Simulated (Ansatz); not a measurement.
An input meant for Ti(NH2)F3 (TiNF3H2) (charge 0, singlet).

```yaml
crystal:
  periodic: [false, false, false]
  atoms:
    - {symbol: Ti, position_ang: [0.008085, 0.008918, -0.716599]}
    - {symbol: N, position_ang: [0.016231, 0.022357, 1.123142]}
    - {symbol: H, position_ang: [0.775572, -0.326317, 1.703930]}
    - {symbol: H, position_ang: [-0.760064, 0.343716, 1.697670]}
    - {symbol: F, position_ang: [1.660503, -0.037307, -1.248338]}
    - {symbol: F, position_ang: [-0.877910, 1.401819, -1.262266]}
    - {symbol: F, position_ang: [-0.822396, -1.413186, -1.297539]}
basis:
  gaussian: {orbitals: def2-TZVP}
hamiltonian: {xc: {name: HF}}
correlation: {method: mp2, frozen_orbitals: {Ti: 0}}
scf: {omitted_lower_state_checks: [starts]}
```

```sh
$ ansatz run in.yaml --threads 4 --pin off --events-out ev --progress --plain --max-ram 3916MiB
```

Shortened log:

```
Functional definition: HF
Error: "frozen_orbitals" has no count for N
```

In this input frozen orbitals are typed for one element alone, and the program wants a count for each (the count typed has to fit that element's core, too). The program refused the input.
